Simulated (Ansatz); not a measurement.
Ansatz (a first-principles code) input for Al(F)(OH)(OSiH3) (AlFH4O2Si), SMILES [OH][Al]([F])[O][SiH3], PBE-D3(BJ)/def2-SVP. 

Ansatz 0.2 input:
```yaml
crystal:
  periodic: [false, false, false]
  atoms:
    - {symbol: Al, position_ang: [-0.00791972, 0.79623961, 0.58071884]}
    - {symbol: F, position_ang: [0.92973206, 2.09370802, 0.18124715]}
    - {symbol: O, position_ang: [-0.95498613, 0.79468481, 1.92222497]}
    - {symbol: H, position_ang: [-1.25598376, 1.27311495, 2.68158665]}
    - {symbol: O, position_ang: [0.02769437, -0.52891696, -0.41675167]}
    - {symbol: Si, position_ang: [0.02405251, -1.85773310, -1.36369693]}
    - {symbol: H, position_ang: [-1.06130331, -2.71680734, -0.88756508]}
    - {symbol: H, position_ang: [1.33754889, -2.48162895, -1.19601634]}
    - {symbol: H, position_ang: [-0.20329491, -1.38704530, -2.73060391]}
basis:
  gaussian:
    orbitals: def2-SVP
hamiltonian:
  xc: pbe
  dispersion: d3bj
relax: {f_tol: 0.002, max_steps: 200}
```

Program output:

```
WARN ansatz: RAYON_NUM_THREADS=1 ignored (pool sized by the plan → 1); use --threads N
Functional definition: PBE
integrals: 0.04 GiB planned
1055 factors; their error is unknown
mean field: 0.23 GiB planned
mean field evaluation 1: about -21317.3143 eV, gradient 9.0e1 eV
mean field evaluation 2: about -21254.3253 eV, gradient 1.9e2 eV
mean field evaluation 4: about -21330.6922 eV, gradient 2.0e1 eV
mean field evaluation 8: about -21331.3213 eV, gradient 2.8e-1 eV
mean field evaluation 16: about -21331.2565 eV, gradient 3.0e-5 eV
mean field -21331.25645129 eV, -783.9092157401 hartree, gradient 3.0e-5 eV, S^2 0.000000; 0 other end points of the search recorded, 0 dependent functions left out
the calculation of the forces begins
reference -21331.25649506 eV, -783.9092173486 hartree; 28, 28 occupied and 70, 70 virtual orbitals, 1055 factors
relax step   1: F+E_penalty+E_count = -21331.40526906 eV  Δ(F+E_penalty+E_count) = +0.000e0 eV  max|allowed force component| = 8.561e-1 eV/Å  Δτ_max = 0.0000 Å  (25 SCF iters, accepted)
these checks for a lower state are left out or cut short: starts, cluster_reference, orbital_swaps, neighbouring_geometries, increment
integrals: 0.04 GiB planned
1055 factors; their error is unknown
mean field: 0.23 GiB planned
mean field -21331.40635396 eV, -783.9147245614 hartree, gradient 1.3e-5 eV, S^2 0.000000; 0 other end points of the search recorded, 0 dependent functions left out
the calculation of the forces begins
reference -21331.40639809 eV, -783.9147261831 hartree; 28, 28 occupied and 70, 70 virtual orbitals, 1055 factors
relax step   2: F+E_penalty+E_count = -21331.55285426 eV  Δ(F+E_penalty+E_count) = -1.476e-1 eV  max|allowed force component| = 4.514e-1 eV/Å  Δτ_max = 0.0852 Å  (29 SCF iters, accepted)
these checks for a lower state are left out or cut short: starts, cluster_reference, orbital_swaps, neighbouring_geometries, increment
integrals: 0.04 GiB planned
1055 factors; their error is unknown
mean field: 0.23 GiB planned
mean field -21331.42917031 eV, -783.9155630468 hartree, gradient 1.5e-5 eV, S^2 0.000000; 0 other end points of the search recorded, 0 dependent functions left out
the calculation of the forces begins
reference -21331.42921454 eV, -783.9155646722 hartree; 28, 28 occupied and 70, 70 virtual orbitals, 1055 factors
relax step   3: F+E_penalty+E_count = -21331.57464531 eV  Δ(F+E_penalty+E_count) = -2.179e-2 eV  max|allowed force component| = 3.004e-1 eV/Å  Δτ_max = 0.0298 Å  (29 SCF iters, accepted)
these checks for a lower state are left out or cut short: starts, cluster_reference, orbital_swaps, neighbouring_geometries, increment
integrals: 0.04 GiB planned
1055 factors; their error is unknown
mean field: 0.23 GiB planned
mean field evaluation 32: about -21331.4975 eV, gradient 1.3e0 eV
mean field -21331.43708970 eV, -783.9158540791 hartree, gradient 1.5e-5 eV, S^2 0.000000; 0 other end points of the search recorded, 0 dependent functions left out
the calculation of the forces begins
reference -21331.43713389 eV, -783.9158557030 hartree; 28, 28 occupied and 70, 70 virtual orbitals, 1055 factors
relax step   4: F+E_penalty+E_count = -21331.58260572 eV  Δ(F+E_penalty+E_count) = -7.960e-3 eV  max|allowed force component| = 4.026e-1 eV/Å  Δτ_max = 0.0192 Å  (28 SCF iters, accepted)
these checks for a lower state are left out or cut short: starts, cluster_reference, orbital_swaps, neighbouring_geometries, increment
integrals: 0.04 GiB planned
1055 factors; their error is unknown
mean field: 0.23 GiB planned
mean field -21331.45366899 eV, -783.9164633566 hartree, gradient 1.6e-5 eV, S^2 0.000000; 0 other end points of the search recorded, 0 dependent functions left out
the calculation of the forces begins
reference -21331.45371311 eV, -783.9164649782 hartree; 28, 28 occupied and 70, 70 virtual orbitals, 1055 factors
relax step   5: F+E_penalty+E_count = -21331.59942606 eV  Δ(F+E_penalty+E_count) = -1.682e-2 eV  max|allowed force component| = 1.282e0 eV/Å  Δτ_max = 0.1917 Å  (34 SCF iters, accepted)
these checks for a lower state are left out or cut short: starts, cluster_reference, orbital_swaps, neighbouring_geometries, increment
integrals: 0.04 GiB planned
1055 factors; their error is unknown
mean field: 0.23 GiB planned
mean field -21331.48905843 eV, -783.9177638946 hartree, gradient 1.5e-5 eV, S^2 0.000000; 0 other end points of the search recorded, 0 dependent functions left out
the calculation of the forces begins
reference -21331.48910238 eV, -783.9177655098 hartree; 28, 28 occupied and 70, 70 virtual orbitals, 1055 factors
[...]
1055 factors; their error is unknown
mean field: 0.23 GiB planned
mean field -21331.49009445 eV, -783.9178019679 hartree, gradient 1.6e-5 eV, S^2 0.000000; 0 other end points of the search recorded, 0 dependent functions left out
the calculation of the forces begins
reference -21331.49013832 eV, -783.9178035798 hartree; 28, 28 occupied and 70, 70 virtual orbitals, 1055 factors
relax step  11: F+E_penalty+E_count = -21331.63609482 eV  Δ(F+E_penalty+E_count) = -2.363e-5 eV  max|allowed force component| = 3.629e-3 eV/Å  Δτ_max = 0.0079 Å  (29 SCF iters, accepted)
these checks for a lower state are left out or cut short: starts, cluster_reference, orbital_swaps, neighbouring_geometries, increment
integrals: 0.04 GiB planned
1055 factors; their error is unknown
mean field: 0.23 GiB planned
mean field -21331.49005697 eV, -783.9178005905 hartree, gradient 1.6e-5 eV, S^2 0.000000; 0 other end points of the search recorded, 0 dependent functions left out
the calculation of the forces begins
reference -21331.49010076 eV, -783.9178021996 hartree; 28, 28 occupied and 70, 70 virtual orbitals, 1055 factors
relax step  12: F+E_penalty+E_count = -21331.63612704 eV  Δ(F+E_penalty+E_count) = -3.222e-5 eV  max|allowed force component| = 1.436e-2 eV/Å  Δτ_max = 0.0242 Å  (28 SCF iters, accepted)
these checks for a lower state are left out or cut short: starts, cluster_reference, orbital_swaps, neighbouring_geometries, increment
integrals: 0.04 GiB planned
1055 factors; their error is unknown
mean field: 0.23 GiB planned
mean field evaluation 96: about -21331.5566 eV, gradient 4.1e-1 eV
mean field -21331.49001794 eV, -783.9177991561 hartree, gradient 1.6e-5 eV, S^2 0.000000; 0 other end points of the search recorded, 0 dependent functions left out
the calculation of the forces begins
reference -21331.49006170 eV, -783.9178007642 hartree; 28, 28 occupied and 70, 70 virtual orbitals, 1055 factors
relax step  13: F+E_penalty+E_count = -21331.63611717 eV  Δ(F+E_penalty+E_count) = +9.876e-6 eV  max|allowed force component| = 1.239e-2 eV/Å  Δτ_max = 0.0075 Å  (29 SCF iters, rejected (line search))
these checks for a lower state are left out or cut short: starts, cluster_reference, orbital_swaps, neighbouring_geometries, increment
integrals: 0.04 GiB planned
1055 factors; their error is unknown
mean field: 0.23 GiB planned
mean field -21331.49005325 eV, -783.9178004538 hartree, gradient 1.8e-5 eV, S^2 0.000000; 0 other end points of the search recorded, 0 dependent functions left out
the calculation of the forces begins
reference -21331.49009702 eV, -783.9178020623 hartree; 28, 28 occupied and 70, 70 virtual orbitals, 1055 factors
relax step  14: F+E_penalty+E_count = -21331.63613669 eV  Δ(F+E_penalty+E_count) = -9.650e-6 eV  max|allowed force component| = 7.176e-3 eV/Å  Δτ_max = 0.0038 Å  (22 SCF iters, accepted)
these checks for a lower state are left out or cut short: starts, cluster_reference, orbital_swaps, neighbouring_geometries, increment
integrals: 0.04 GiB planned
1055 factors; their error is unknown
mean field: 0.23 GiB planned
mean field -21331.49003378 eV, -783.9177997381 hartree, gradient 1.6e-5 eV, S^2 0.000000; 0 other end points of the search recorded, 0 dependent functions left out
the calculation of the forces begins
reference -21331.49007752 eV, -783.9178013455 hartree; 28, 28 occupied and 70, 70 virtual orbitals, 1055 factors
relax step  15: F+E_penalty+E_count = -21331.63613999 eV  Δ(F+E_penalty+E_count) = -3.302e-6 eV  max|allowed force component| = 4.775e-3 eV/Å  Δτ_max = 0.0073 Å  (29 SCF iters, accepted)
these checks for a lower state are left out or cut short: starts, cluster_reference, orbital_swaps, neighbouring_geometries, increment
integrals: 0.04 GiB planned
1055 factors; their error is unknown
mean field: 0.23 GiB planned
mean field -21331.49001576 eV, -783.9177990758 hartree, gradient 1.8e-5 eV, S^2 0.000000; 0 other end points of the search recorded, 0 dependent functions left out
the calculation of the forces begins
reference -21331.49005948 eV, -783.9178006826 hartree; 28, 28 occupied and 70, 70 virtual orbitals, 1055 factors
relax step  16: F+E_penalty+E_count = -21331.63614178 eV  Δ(F+E_penalty+E_count) = -1.788e-6 eV  max|allowed force component| = 5.852e-3 eV/Å  Δτ_max = 0.0041 Å  (21 SCF iters, accepted)
these checks for a lower state are left out or cut short: starts, cluster_reference, orbital_swaps, neighbouring_geometries, increment
integrals: 0.04 GiB planned
1055 factors; their error is unknown
mean field: 0.23 GiB planned
mean field -21331.49002242 eV, -783.9177993205 hartree, gradient 5.4e-5 eV, S^2 0.000000; 0 other end points of the search recorded, 0 dependent functions left out
the calculation of the forces begins
reference -21331.49006615 eV, -783.9178009276 hartree; 28, 28 occupied and 70, 70 virtual orbitals, 1055 factors
relax step  17: F+E_penalty+E_count = -21331.63614359 eV  Δ(F+E_penalty+E_count) = -1.809e-6 eV  max|allowed force component| = 4.616e-3 eV/Å  Δτ_max = 0.0015 Å  (19 SCF iters, accepted)
these checks for a lower state are left out or cut short: starts, cluster_reference, orbital_swaps, neighbouring_geometries, increment
integrals: 0.04 GiB planned
1055 factors; their error is unknown
mean field: 0.23 GiB planned
mean field evaluation 128: about -21331.4900 eV, gradient 1.1e-5 eV
mean field -21331.49002302 eV, -783.9177993427 hartree, gradient 1.5e-5 eV, S^2 0.000000; 0 other end points of the search recorded, 0 dependent functions left out
the calculation of the forces begins
reference -21331.49006675 eV, -783.9178009497 hartree; 28, 28 occupied and 70, 70 virtual orbitals, 1055 factors
relax step  18: F+E_penalty+E_count = -21331.63614413 eV  Δ(F+E_penalty+E_count) = -5.371e-7 eV  max|allowed force component| = 3.009e-3 eV/Å  Δτ_max = 0.0003 Å  (18 SCF iters, accepted)
these checks for a lower state are left out or cut short: starts, cluster_reference, orbital_swaps, neighbouring_geometries, increment
integrals: 0.04 GiB planned
1055 factors; their error is unknown
mean field: 0.23 GiB planned
mean field -21331.49002061 eV, -783.9177992540 hartree, gradient 7.9e-5 eV, S^2 0.000000; 0 other end points of the search recorded, 0 dependent functions left out
the calculation of the forces begins
reference -21331.49006433 eV, -783.9178008610 hartree; 28, 28 occupied and 70, 70 virtual orbitals, 1055 factors
relax step  19: F+E_penalty+E_count = -21331.63614549 eV  Δ(F+E_penalty+E_count) = -1.365e-6 eV  max|allowed force component| = 1.193e-3 eV/Å  Δτ_max = 0.0019 Å  (19 SCF iters, accepted)
integrals: 0.04 GiB planned
1055 factors; their error is unknown
mean field: 0.23 GiB planned
mean field -21331.49002061 eV, -783.9177992540 hartree, gradient 7.9e-5 eV, S^2 0.000000; 1 other end points of the search recorded, 0 dependent functions left out
the calculation of the forces begins
reference -21331.49006433 eV, -783.9178008610 hartree; 28, 28 occupied and 70, 70 virtual orbitals, 1055 factors
Total energy: -21331.63618922 eV, -783.9231708516 hartree
Atom 0 at    -0.034217     0.815477     0.632617 Å, force    -0.000181     0.000751     0.000488 eV/Å
Atom 1 at     0.863562     2.194468     0.340700 Å, force     0.000329    -0.000094    -0.000261 eV/Å
Atom 2 at    -1.051254     0.711027     1.995941 Å, force    -0.000582    -0.001193     0.000034 eV/Å
Atom 3 at    -1.126357     1.448067     2.622061 Å, force     0.000491     0.000383    -0.000329 eV/Å
Atom 4 at     0.077056    -0.482163    -0.442507 Å, force    -0.000061     0.000362     0.000093 eV/Å
Atom 5 at     0.034750    -1.854987    -1.374794 Å, force    -0.000169    -0.000147    -0.000211 eV/Å
Atom 6 at    -1.069640    -2.771193    -0.919649 Å, force     0.000084     0.000008     0.000024 eV/Å
Atom 7 at     1.345694    -2.586349    -1.268544 Å, force     0.000067     0.000020     0.000079 eV/Å
Atom 8 at    -0.204055    -1.488733    -2.814682 Å, force     0.000022    -0.000089     0.000082 eV/Å
Dipole moment:    -0.108774     0.065659     0.197729 e Å
```

The run converged.

Cost: very roughly 80 core-seconds.
